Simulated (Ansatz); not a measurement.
A structure relaxed at B3LYP-D4/def2-SVP in Ansatz, charge 1, singlet:

```xyz
5

B     0.489    1.746   -1.586
B     0.139    0.495   -0.449
B    -0.381   -1.361    1.236
B     0.590   -0.912    0.100
B    -0.837    0.032    0.699
```

(1) Give its formula and point group.

(2) Summarise the bond lengths by kind (pairs closer than 1.2 times the sum of covalent radii, bridged metal pairs left out).

Results:

(1) the cluster B5⁺. Point group C2v (tolerance 0.1 Å).

(2) 6 × B–B 1.56 to 1.81 Å.

The restricted singlet is unstable towards broken spin symmetry in Hartree–Fock (as tested in another run); at B3LYP-D4/def2-SVP this wasn't settled. Another isomer (singlet) lies 4.41 eV lower at PBE0-D4/def2-TZVP; other spin states weren't run for this one.
